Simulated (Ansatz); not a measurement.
Consider the cleavage of the Si–Si bond: `N[SiH2][SiH2]N` + PH₃ → `N[SiH2]P` + `N[SiH3]`.

Computed with Ansatz on PBE0-D4/def2-TZVP structures; ΔE is electronic, products minus reactants. CBS: MP2 limit from def2 TZ/QZ plus the TZ coupled-cluster correction, frozen cores. This one scheme is used for every species. DFT in def2-TZVPP. Each species was taken in one conformer, which may not be the lowest.

`N[SiH2][SiH2]N`:

Z-matrix (Å, degrees):
```
Si
Si 1 2.351
N 1 1.729 2 104.4
H 1 1.490 2 112.5 3 116.6
H 1 1.497 2 110.7 3 -125.3
N 2 1.729 1 104.4 3 -7.1
H 2 1.490 1 112.5 3 109.5
H 2 1.497 1 110.7 3 -132.4
H 3 1.009 1 117.6 2 -43.4
H 3 1.008 1 120.2 2 176.3
H 6 1.008 2 120.2 1 176.3
H 6 1.009 2 117.6 1 -43.4
```

PH₃:

Z-matrix (Å, degrees):
```
P
H 1 1.420
H 1 1.420 2 93.1
H 1 1.420 2 93.1 3 93.3
```

`N[SiH2]P`:

```xyz
9

N     0.379    1.323    0.762
Si    0.044    0.259   -0.544
P     0.407   -1.853    0.166
H    -0.166    1.298    1.608
H     0.726    2.250    0.578
H     1.013    0.584   -1.623
H    -1.331    0.379   -1.116
H    -0.706   -1.815    1.053
H    -0.366   -2.425   -0.883
```

`N[SiH3]`:

```xyz
7

N    -0.068   -0.613    0.870
Si   -0.012    0.455   -0.477
H     0.778   -0.824    1.374
H    -0.676   -1.416    0.844
H     0.733    1.672   -0.063
H     0.653   -0.076   -1.705
H    -1.409    0.801   -0.844
```

```tsv
species	PBE0-D4 energy (Eh)
`N[SiH2][SiH2]N`	-693.04808
PH₃	-343.01773
`N[SiH2]P`	-688.96268
`N[SiH3]`	-347.11159
```

**Question.** Work out ΔE.

**Answer.** ΔE = (-688.96268) + (-347.11159) − (-693.04808) − (-343.01773) = -0.00846 Eh = -22.2 kJ/mol. CCSD(T)/CBS gives -26.8 kJ/mol.

Largest T1 diagnostic among the species: 0.013.

The D4 term adds +3.4 kJ/mol with B3LYP and +2.1 kJ/mol with PBE0; it sums over pairs of atoms, weighted by their polarisabilities, and B3LYP, whose exchange is more repulsive, gets the larger term. Leaving LDA and LC-ωPBE aside and taking each functional with its dispersion term where it has one, the values, not all of them listed here, spread over 8.2 kJ/mol, from B2PLYP to PBE-D4. From BLYP to BHLYP (50 % exact exchange), in def2-TZVPP and without D4, ΔE moves by −3.7 kJ/mol.

B3LYP here is the variant with VWN-RPA as its local correlation; programs differ in this.
